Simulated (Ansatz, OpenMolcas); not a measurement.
**C2H5BClF (SMILES BC(F)CCl): methods side by side**

The species is C2H5BClF (10 atoms), meant as a singlet with charge 0. As SMILES, `BC(F)CCl`. Geometry: relaxed at PBE0-D4/def2-TZVP. This is one conformer, not always the lowest.

```xyz
10

B    -1.3092   -0.7117   -0.2812
C     0.1789   -0.4968    0.1265
F     0.5203   -1.0803    1.3360
C     0.6553    0.9349    0.1000
Cl    2.4287    1.0678    0.2063
H    -2.0103   -1.4508    0.3369
H    -1.7074   -0.1723   -1.2706
H     0.7285   -1.0462   -0.6651
H     0.2485    1.4918    0.9437
H     0.3498    1.4128   -0.8297
```

Quantity: the energy change with the C2–H8 bond stretched from 1.109 to 1.276 Å, in eV. The values are calculated.

```csv
level,kind,program,value (eV),CPU time (all runs)
BLYP/def2-SVP (restricted),GGA,Ansatz,0.21,13 s
revPBE/def2-SVP (restricted),GGA,Ansatz,0.22,13 s
r2SCAN/def2-SVP (restricted),meta-GGA,OpenMolcas,0.26,87 s
PBE0/def2-SVP (restricted),global hybrid,OpenMolcas,0.28,69 s
wB97M-V/def2-SVP (restricted),range-separated hybrid,Ansatz,0.28,2.7 min
PBE-QIDH/def2-SVP (restricted),double hybrid,Ansatz,0.32,28 s
RPA@PBE0/def2-SVP (restricted),RPA,Ansatz,0.28,29 s
CCSD/def2-SVP (restricted),coupled cluster or CI,Ansatz,0.29,45 s
```

The first shape isn't each level's own minimum. The values span 0.21 to 0.32 eV. CPU times are rough (shared hosts, several kinds of processor and program).
